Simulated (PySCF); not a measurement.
What an electron can do to CuN

r²SCAN in PySCF with def2-TZVPPD on every atom, for the lowest determinant that a PBE0 search found; no spin–orbit coupling.

| species | state (unpaired electrons) | Re (Å) | ωe (cm⁻¹) | energy of the minimum from the neutral (eV) | De (eV) | dissociates to |
| --- | --- | --- | --- | --- | --- | --- |
| CuN | triplet (π ↑↑) | 1.765 | 614 | 0.00 | 2.08 | Cu (3d10 4s1) + N |
| CuN⁺ | quartet (σ ↑, π ↑↑) | 1.804 | 514 | 8.84 | 1.27 | Cu⁺ (3d10) + N |

Work out the lowest energy to break CuN into atoms, from its vibrational ground state.

D0 = De − ωe/2 = 2.08 − 0.04 = 2.04 eV (r²SCAN/def2-TZVPPD).

Work out the ionisation energy of the Cu atom at this level and the threshold of dissociative ionisation.

IE(Cu) = 8.84 + 1.27 − 2.08 = 8.03 eV, so Cu⁺ (3d10) + N + e⁻ appears at D0 + IE(Cu) = 10.07 eV (r²SCAN/def2-TZVPPD). The measured IE(Cu) is 7.726 eV (NIST ASD).

These are thermodynamic thresholds; the onsets seen under electron impact lie higher where the geometry changes, and cross-sections peak well above them.

For an ion De counts to the pair picked by the measured ionisation energies or electron affinities, which need not be the lowest pair at this level. The state is the lowest single determinant that the PBE0 search found; with open d or f shells the true ground state can be another one.
